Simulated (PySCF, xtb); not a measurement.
BiBr2, SMILES [Br][Bi+][Br] (connectivity only; charge and spin as stated), charge +1, multiplicity 1.

Harmonic wavenumbers (cm⁻¹) from xtb with GFN2-xTB at its own minimum, in rising order: 79, 226, 247.

### Question
What does B3LYP-D3(BJ)/def2-SVP (PySCF) give at its own minimum? (Estimate from the structure and the level; the computed values follow.)

### Answer
75, 250, 251. Paired by order, the mean absolute difference is 11 cm⁻¹ and the zero-point energies are 0.8 and 0.8 kcal/mol.
